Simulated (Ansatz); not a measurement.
PdBr2. The state is a quintet with charge 0. Geometry r2SCAN-D4/def2-TZVP; atoms count from 1.

```csv
atom,x (Å),y (Å),z (Å)
Pd1,-0.5665,0.9284,-0.3717
Br2,-1.2006,-1.4029,0.1031
Br3,1.7672,0.4745,0.2686
```

In the def2 sets Pd takes a core potential; there is no spin–orbit coupling. At PBE0-D4/def2-TZVP a triplet of charge 0 lies 4.02 eV below the quintet, each at its own geometry. The structure comes from a short search, and lower isomers may exist.

**Question.** Estimate the Mulliken populations from the PBE0/def2-TZVP orbitals of Ansatz.

**Answer.** 
| atom | charge (e) | spin (α − β) | d electrons |
| --- | --- | --- | --- |
| Pd1 | 0.09 | 2.41 | 8.43 |
| Br2 | -0.04 | 0.79 | – |
| Br3 | -0.04 | 0.79 | – |
Mulliken values depend strongly on the basis.

**Question.** Where does the spin sit?

**Answer.** Summed by element: Pd 2.41, Br 1.59, of 4 unpaired in all. Largest on single atoms: Pd1 2.41, Br2 0.79, Br3 0.79.

**Question.** And the Mayer bond orders between heavy atoms (over 0.3)?

**Answer.** Pd1–Br2 1.04 (2.46 Å); Pd1–Br3 1.04 (2.46 Å).
